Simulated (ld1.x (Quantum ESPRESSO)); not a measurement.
# Pseudopotential generation for Ag: TM, PBE, fully relativistic.

* Element: Ag
* Generator: ld1.x (Quantum ESPRESSO) 7.5
* Type: norm-conserving Troullier–Martins (Kleinman–Bylander form)
* Functional: PBE
* Relativity: fully relativistic
* Frozen core: [Ar] 3d10
* Valence charge: 19
* Reference configuration: 4s2 4p6 4d10 5s0 5p1
* Partial waves: 4p (bound): rc 1.70 bohr; 4d (bound): rc 1.45 bohr; 4s (bound): rc 1.15 bohr
* Local potential: the s channel
* Core correction: none

Open shells are filled in proportion to 2j + 1 (rel_dist='average').

Occupied shells without a wave of their own: 5p. They enter only through the test configuration that unscreens the potential.

All-electron outer shells of the reference configuration (PBE, scalar-relativistic, ld1.x):

| shell | level (eV) | outermost node (bohr) | outermost maximum (bohr) |
| --- | --- | --- | --- |
| 3p | -559.45 | 0.15 | 0.32 |
| 3d | -360.43 | – | 0.27 |
| 4s | -97.07 | 0.44 | 0.82 |
| 4p | -60.61 | 0.44 | 0.88 |
| 4d | -9.43 | 0.43 | 1.04 |
| 5s | -5.76 | 1.11 | 2.43 |
| 5p | -1.69 | 1.25 | 3.58 |

Question: Estimate the cutoffs (Ry, on a coarse ladder) from which the occupation-weighted sum of valence levels, in a spherical-Bessel basis at the reference potential, stays within 10 and 1 mRy of its value at 400 Ry.

Answer: 110 Ry and 200 Ry.

Question: What does a ghost test show?

Answer: No extra level below or beside the all-electron valence levels (p1/2, p3/2, d3/2, d5/2, s, f tested).

Question: Which valence shell sets the plane-wave cutoff?

Answer: 4s: its level needs 180 Ry to come within 1 mRy, against 70 Ry for 4d.

Question: Tests: 4s2 4p6 4d10 5s1 5p0; 4s2 4p6 4d10 5s0 5p0; 4s2 4p6 4d9 5s0 5p0; 4s2 4p5 4d10 5s1 5p0; 4s2 4p6 4d10 5s0.5 5p0; 4s2 4p6 4d9 5s1 5p0; 4s2 4p6 4d7 5s0 5p0. Which has the largest error in its energy relative to the reference configuration, and how large is it?

Answer: 4s2 4p6 4d7 5s0 5p0, with -846 meV (all-electron minus pseudo) on +113.91 eV.
